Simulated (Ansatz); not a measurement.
`B[SiH2]Br` → `BBr` + `[SiH2]` at 500 K and 1 bar (silylene formation by 1,1-elimination).

Calculated with Ansatz (gas phase, PBE0-D4/def2-TZVP geometries, no zero-point term in ΔE). CCSD(T)/CBS is the MP2 limit (def2-TZVPP, def2-QZVPP) plus CCSD(T) − MP2 in def2-TZVPP, frozen cores. This one scheme is used for every species. For Br outer-core shells are correlated without core-valence functions, which leaves a few kJ/mol of doubt a bond. Scalar relativity is left out up to krypton.

```
    species  CCSD(T)/CBS energy (Eh)  H − E (kJ/mol)  S (J/(mol·K))
`B[SiH2]Br`              -2889.59767           134.3          366.5
      `BBr`              -2599.32470            74.3          270.3
   `[SiH2]`               -290.19011            48.0          226.5
```

H − E and S are ideal-gas, rigid-rotor, harmonic terms from PBE0-D4/def2-TZVP. 1 Eh = 2625.50 kJ/mol, R = 8.31446 J/(mol·K).

By hand: ΔE, ΔH, ΔS and ΔG.

ΔE = (-2599.32470) + (-290.19011) − (-2889.59767) = 0.08286 Eh = 217.5 kJ/mol. Δ(H − E) = 74.3 + 48.0 − 134.3 = -12.0, so ΔH = 205.5 kJ/mol. ΔS = 270.3 + 226.5 − 366.5 = 130.3 J/(mol·K). ΔG = 205.5 − 500 × (130.3)/1000 = 140.3 kJ/mol.

By hand: the equilibrium constant, and the temperature at which ΔG would vanish if ΔH and ΔS stayed fixed.

log₁₀ K = −ΔG/(RT ln 10) = -14.7. ΔG = 0 at ΔH/ΔS = 1577 K.

The number of gas molecules changes by +1, which sets the sign of ΔS. A doubt of 5 kJ/mol in ΔE shifts log₁₀ K by 0.5 here. These are equilibria of isolated gas molecules and say nothing of rates. Largest T1 diagnostic: 0.014 (customary marks: 0.02 for closed shells, 0.045 for open ones).
